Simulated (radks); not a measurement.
These are the eigenvalues of the occupied orbitals of an atom or ion with whole-number occupations (eV). Calculated with a radial shooting solver on a logarithmic mesh with Libxc functionals: scalar-relativistic Kohn-Sham, exchange-only LDA, spin-unpolarised, spherical densities, point nucleus.

orbital  eigenvalue
1s        -69465.96
2s        -12013.13
2p        -10513.01
3s        -2787.128
3p        -2342.985
3d        -1831.343
4s        -595.9829
4p        -450.2497
4d        -265.5604
5s        -106.5944
5p         -70.4634
4f         -60.7846
5d         -29.9816

Which element is it, and in what charge state? The configuration may be excited.

Answer. Z = 74, tungsten, charge +3: W3+ in [Xe] 4f14 5d3. The list shows which subshells hold electrons but not how many an open one holds; the 1s level, -2552.8 hartree, gives Z - s = 71.5 by -(Z - s)^2/2, which with screening and relativity narrows Z to a few neighbours, and the depths of the outer levels then fix element, charge and occupations together.
